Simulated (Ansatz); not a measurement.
Cl₃HOSi, SMILES `O[Si](Cl)(Cl)Cl` at its PBE0-D4/def2-TZVP geometry, where that method's forces vanish. Total charge 0; spin multiplicity 1.

```xyz
6

O    -0.1854   -0.6675   -1.1588
Si    0.1883    0.1506    0.1844
Cl   -0.9153    1.8479    0.3457
Cl   -0.1471   -0.9680    1.8461
Cl    2.1465    0.6143    0.0511
H    -1.0870   -0.9773   -1.2685
```

Q: What forces (eV/Å) does r2SCAN-D4/def2-TZVPP give on these atoms in Ansatz? (Estimate.)

A: Computed: 
```
O1   0.015 -0.029 -0.062
Si2 -0.003  0.005  0.011
Cl3 -0.049  0.076  0.001
Cl4 -0.013 -0.055  0.071
Cl5  0.073  0.011 -0.016
H6  -0.023 -0.008 -0.005
```
